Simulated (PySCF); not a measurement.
## Calculated properties of `CO/C=P\CN(C)C`

Species: C₅H₁₂NOP.
Geometry (PBE0-D3(BJ)/def2-SVP, Å), atoms numbered from 1 in this order:
```xyz
20
C5H12NOP angstrom
C     -3.6264    0.5866   -0.5354
O     -2.2251    0.4654   -0.5740
C     -1.7279   -0.5714   -1.2578
P     -0.1107   -1.0360   -1.3647
C      0.7081    0.2581   -0.2853
N      1.9234   -0.2641    0.2959
C      2.8160    0.7711    0.7468
C      1.6745   -1.2539    1.3112
H     -4.0906   -0.2801   -0.0340
H     -4.0477    0.6846   -1.5509
H     -3.8578    1.4945    0.0357
H     -2.4706   -1.1634   -1.8164
H     -0.0122    0.6495    0.4673
H      0.9676    1.1042   -0.9434
H      2.3991    1.3838    1.5798
H      3.0582    1.4531   -0.0828
H      3.7590    0.3262    1.1016
H      1.1640   -0.8381    2.2113
H      1.0358   -2.0564    0.9088
H      2.6217   -1.7097    1.6388
```

Among its groups: ether and amine.

PBE0-D3(BJ)/def2-SVP geometry optimisation, gas phase (PySCF):

* Point group: C1
* Rotational constants A, B, C: 3.300, 0.774, 0.716 GHz

**CAM-B3LYP/def2-SVPD ground state, ΔSCF and vertical TDDFT (core frozen in the response) (PySCF)**

* Dipole moment: 2.89 D
* HOMO energy: -7.34 eV
* LUMO energy: 0.19 eV
* HOMO–LUMO gap: 7.53 eV
* Lowest singlet excitation: 4.60 eV (270 nm, f = 0.006)
* Strongest line among the 10 lowest singlet transitions: S2 at 5.05 eV (245 nm, f = 0.341)
* Lowest triplet excitation (Tamm–Dancoff): 2.59 eV
* Static isotropic polarisability: 108.3 au
* Vertical ionisation energy: 7.95 eV
* Electronic spatial extent ⟨r²⟩ about the centre of nuclear charge: 1710 bohr²

**B97-2/pcSseg-1 ground state and GIAO shieldings, non-relativistic (PySCF)**

- 13C chemical shifts (computed TMS as zero) by class: 195.2 (C3), 60.2 (C1), 54.5 (C5), 46.0 (C7/C8) ppm
- 1H chemical shifts (computed TMS as zero) by class: 7.47 (H12), 3.60 (H9/H10/H11), 2.97 (H13/H14), 2.12 (H15/H16/H17/H18/H19/H20) ppm
- Isotropic shieldings of nuclei other than C and H, by class: 230 (N6), 179 (O2), 188 (P4) ppm

Monoisotopic mass (most abundant isotopes): 133.0657 u.

With B = h/(8π²I), that is 505.379 GHz u Å² over I, the principal moments of inertia are 153.1, 652.8 and 706.0 u Å² (most abundant isotopes). A dipole of 2.89 D is allowed in C1, and pure rotational transitions are dipole-allowed. The largest Löwdin shares of the HOMO are 0.41 on N6, 0.12 on P4, 0.09 on C5 and 0.07 on C3. The ΔSCF ionisation energy exceeds −ε(HOMO) by 0.61 eV with CAM-B3LYP. No computed singlet falls in the visible range (750 to 380 nm, 1.65 to 3.26 eV); S1 lies 1.34 eV above its blue end.

One conformer (not necessarily the lowest) at the PBE0-D3(BJ)/def2-SVP geometry, without solvent or vibrations. NMR classes are plain means over equivalent atoms (diastereotopic ones count apart unless rotation or inversion swaps them), as if these changed places fast; in this geometry the members of some classes differ.
